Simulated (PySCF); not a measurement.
Ligands exchanged one at a time, Sn F-Cl. Isolated molecules, 0 K electronic values unless said otherwise. Strings in code marks are SMILES.

Method: PBE-D3(BJ)/def2-TZVP // PBE0-D3(BJ)/def2-TZVP run with PySCF 2.14.0. Excitations are Tamm–Dancoff values on a coarser integration grid. The basis has no diffuse functions, so Rydberg states are missing or too high.

| species | HOMO–LUMO gap (eV) | S1 oscillator strength | S1 excitation (TDA) (eV) |
|---|---|---|---|
| 2 of 4 F replaced by Cl (`[F][Sn]([F])([Cl])[Cl]`) | 4.52 | 0.008 | 4.71 |
| 3 of 4 F replaced by Cl (`[F][Sn]([Cl])([Cl])[Cl]`) | 4.35 | 0.000 | 4.50 |
| 4 of 4 F replaced by Cl (`[Cl][Sn]([Cl])([Cl])[Cl]`) | 4.24 | 0.000 | 4.38 |
